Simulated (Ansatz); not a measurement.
One change: `[CH3][W](=[O])(=[O])[OH]` becomes `[O]=[W](=[O])([OH])[F]`.

Ansatz, PBE0-D4/def2-TZVP geometries, multiplicity 1. Each molecule was computed in one conformer, which needn't be the lowest.

Elements past krypton have def2 core potentials.

```csv
property,`[CH3][W](=[O])(=[O])[OH]`
LUMO energy (PBE0/def2-TZVPP) / eV,-1.88
HOMO energy (B3LYP/def2-TZVPP) / eV,-8.59
HOMO energy (ωB97M-V/def2-TZVPP) / eV,-11.23
size of the dipole moment (ωB97M-V/def2-TZVPP) / D,3.70
HOMO energy (PBE0/def2-TZVPP) / eV,-8.84
LUMO energy (B3LYP/def2-TZVPP) / eV,-2.14
```

What does the change do to each property? (Best estimate.)

Computed: 
```csv
property,`[O]=[W](=[O])([OH])[F]`,shift
LUMO energy (PBE0/def2-TZVPP) / eV,-1.98,-0.10
HOMO energy (B3LYP/def2-TZVPP) / eV,-9.08,-0.49
HOMO energy (ωB97M-V/def2-TZVPP) / eV,-11.70,-0.47
size of the dipole moment (ωB97M-V/def2-TZVPP) / D,3.28,-0.42
HOMO energy (PBE0/def2-TZVPP) / eV,-9.34,-0.50
LUMO energy (B3LYP/def2-TZVPP) / eV,-2.25,-0.11
```

With PBE0 the HOMO falls by 0.50 eV and the LUMO falls by 0.10 eV, so the gap widens by about 0.40 eV. PBE moves the HOMO by -0.45 eV and ωB97M-V by -0.47 eV. The zero-point energy changes by -87.3 kJ/mol with -9 modes. Dipoles are sizes alone; their direction can turn.

B3LYP here is the variant with VWN-RPA as its local correlation; programs differ in this.
